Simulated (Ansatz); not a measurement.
The cluster B5Cl3 (the lowest singlet isomer of a short search), 8 atoms. Hardware: 4 threads of Arm Neoverse V1 on a shared host.

Correlated methods freeze 20 core orbitals.

(1) How many basis functions does each of these Ansatz runs have, and roughly what does it cost? MP2/def2-TZVP, charge 0 singlet, energy, from earlier orbitals; CAM-B3LYP-D4/def2-TZVP, charge 0 singlet, energy, from earlier orbitals; PBE0-D4/def2-TZVP, charge 0 singlet, energy, from earlier orbitals; PBE-D4/def2-TZVP, charge 0 singlet, energy and forces, from earlier orbitals; ωB97X-V/def2-TZVP, charge 0 singlet, energy, from earlier orbitals; B3LYP-D4/def2-SVP, charge 0 singlet, relaxation, 18 steps; PBE0-D4/def2-SVP, charge 0 singlet, energy, from earlier orbitals; r2SCAN-D4/def2-TZVP, charge 0 singlet, energy, from earlier orbitals; HF/STO-3G, charge 0 singlet, energy; LC-ωPBE/def2-TZVP, charge 0 singlet, energy, from earlier orbitals; CCSD(T)/def2-SVP, charge 0 singlet, energy, from earlier orbitals; PBE-D4/def2-SVP, charge 0 singlet, energy, from earlier orbitals.

Answers

(1) Other jobs shared the machine, so times can vary by a factor of up to 3. A dash marks memory too small to be measured apart from the calling script's.

| run | functions | fitting or Cholesky vectors | wall time | peak host memory (GiB) |
| --- | --- | --- | --- | --- |
| HF/STO-3G, charge 0 singlet, energy | 52 | 623 | 0.2 s | – |
| PBE-D4/def2-SVP, charge 0 singlet, energy, from earlier orbitals | 124 | 1355 | 1.4 s | – |
| PBE0-D4/def2-SVP, charge 0 singlet, energy, from earlier orbitals | 124 | 1199 | 2 s | – |
| PBE-D4/def2-TZVP, charge 0 singlet, energy and forces, from earlier orbitals | 266 | 1613 | 4.3 s | – |
| LC-ωPBE/def2-TZVP, charge 0 singlet, energy, from earlier orbitals | 266 | 1613 | 4.6 s | 0.64 |
| MP2/def2-TZVP, charge 0 singlet, energy, from earlier orbitals | 266 | 1619 | 5.5 s | 0.73 |
| CAM-B3LYP-D4/def2-TZVP, charge 0 singlet, energy, from earlier orbitals | 266 | 1634 | 7 s | 1 |
| r2SCAN-D4/def2-TZVP, charge 0 singlet, energy, from earlier orbitals | 266 | 1613 | 7.5 s | – |
| PBE0-D4/def2-TZVP, charge 0 singlet, energy, from earlier orbitals | 266 | 1649 | 8 s | 0.91 |
| CCSD(T)/def2-SVP, charge 0 singlet, energy, from earlier orbitals | 124 | 1199 | 11 s | 0.65 |
| ωB97X-V/def2-TZVP, charge 0 singlet, energy, from earlier orbitals | 266 | 1634 | 13 s | 1.1 |
| B3LYP-D4/def2-SVP, charge 0 singlet, relaxation, 18 steps | 124 | 1335 | 31 s | – |
